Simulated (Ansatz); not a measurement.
Calculated with Ansatz (gas phase, PBE0-D4/def2-TZVP geometries, no zero-point term in ΔE). CCSD(T)/CBS adds triple-zeta CCSD(T) − MP2 to the extrapolated MP2 energy (def2 sets, frozen cores). DFT in def2-TZVPP. B3LYP here is the variant with VWN-RPA as its local correlation; programs differ in this. For Ge outer-core shells are correlated without core-valence functions, which leaves a few kJ/mol of doubt a bond. Scalar relativity is left out up to krypton. Each species was taken in one conformer, which may not be the lowest.

`B[O][GeH3]` + `N[SiH2][SiH2]F` → `B[SiH](F)[SiH2]N` + `[OH][GeH3]`  (formal exchange of groups at a B–O bond)

Task: Is it downhill or uphill in electronic energy at CCSD(T)/CBS, and by how much? (Best estimate.)

Result: The calculation gave: Uphill: ΔE = +165.9 kJ/mol.

Task: What do these levels give: PBE-D4, r2SCAN-D4, PBE0-D4, B3LYP-D4, B2PLYP, PBE, r2SCAN, PBE0, SCS-MP2/def2-TZVPP, MP2/def2-QZVPP, SCS-MP2/def2-QZVPP, CCSD/CBS(def2)? (Estimate.)

Result: Computed: PBE-D4 152.3, r2SCAN-D4 160.6, PBE0-D4 156.5, B3LYP-D4 167.6, B2PLYP 172.8, PBE 153.6, r2SCAN 161.1, PBE0 157.8, SCS-MP2/def2-TZVPP 176.7, MP2/def2-QZVPP 173.4, SCS-MP2/def2-QZVPP 175.1, CCSD/CBS(def2) 166.3 kJ/mol.

Largest T1 diagnostic among the species: 0.013.

In def2-TZVPP, CCSD(T) changes the Hartree–Fock value by −11.0 kJ/mol (the triples alone add −0.4 kJ/mol) and MP2 by −5.2 kJ/mol. From PBE to PBE0 (25 % exact exchange), in def2-TZVPP and without D4, ΔE moves by +4.2 kJ/mol.
